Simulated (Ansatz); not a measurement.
Cartesian coordinates in Å:
```
F 2.061 0.509 0.263
Si 0.508 0.525 0.557
F 0.012 2.003 0.288
F 0.310 0.256 2.101
Si -0.564 -1.099 -0.689
H -0.318 -0.976 -2.147
H -2.010 -1.218 -0.374
```

The species carries charge 0 and has multiplicity 2.

Q: List the ωB97M-V/def2-TZVPP orbital energies in eV (the Gaussian-basis code of Ansatz). (An estimate is asked.)

A: Ansatz gave: α occupied: -1809.63, -1807.79, -678.06, -678.06, -678.03, -150.42, -148.88, -104.58, -104.57, -104.52, -103.14, -102.95, -102.94, -37.17, -36.44, -36.41, -19.63, -18.16, -17.27, -17.25, -16.39, -15.86, -15.86, -15.17, -15.14, -14.66, -12.97, -11.86, -8.73. α empty: 1.40, 2.01, 2.24, 3.18, 3.46, 4.00, 5.03, 5.46. β occupied: -1809.63, -1807.69, -678.06, -678.06, -678.01, -150.42, -148.78, -104.57, -104.57, -104.51, -102.88, -102.87, -102.83, -37.16, -36.44, -36.38, -19.50, -17.74, -17.26, -17.22, -16.26, -15.86, -15.83, -15.17, -15.10, -14.64, -12.80, -11.66. β empty: -1.68, 1.59, 2.38, 2.50, 3.36, 3.51, 4.35, 5.36. ⟨S²⟩ = 0.752.
